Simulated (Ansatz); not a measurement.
Consider the ligand exchange at a B–C bond: `BC(=C)[NH][GeH3]` + `[SiH3][SiH2][SeH]` → `B[Se][SiH2][SiH3]` + `C=C[NH][GeH3]`.

Program: Ansatz. Geometries: PBE0-D4/def2-TZVP. ΔE: electronic, gas phase. CCSD(T)/CBS is the MP2 limit (def2-TZVPP, def2-QZVPP) plus CCSD(T) − MP2 in def2-TZVPP, frozen cores. DFT in def2-TZVPP. B3LYP here is the variant with VWN-RPA as its local correlation; programs differ in this. For Ge, Se outer-core shells are correlated without core-valence functions, which leaves a few kJ/mol of doubt a bond. Scalar relativity is left out up to krypton. One conformer a species, not always the lowest.

(1) Is it downhill or uphill in electronic energy at CCSD(T)/CBS, and by how much? (Best estimate.)

(2) What do these levels give: PBE-D4, ωB97M-V, PBE, PBE0, B3LYP, MP2/def2-TZVPP, SCS-MP2/def2-TZVPP, CCSD/def2-TZVPP, MP2/def2-QZVPP, SCS-MP2/def2-QZVPP, HF/CBS(def2), MP2/CBS(def2)? (Best estimate.)

Largest T1 diagnostic among the species: 0.014.

Answers

(1) The calculation gave: Downhill: ΔE = -64.2 kJ/mol.

(2) The calculation gave: PBE-D4 -64.3, ωB97M-V -60.9, PBE -64.8, PBE0 -64.8, B3LYP -61.3, MP2/def2-TZVPP -67.7, SCS-MP2/def2-TZVPP -64.7, CCSD/def2-TZVPP -64.2, MP2/def2-QZVPP -67.4, SCS-MP2/def2-QZVPP -64.4, HF/CBS(def2) -60.6, MP2/CBS(def2) -67.6 kJ/mol.
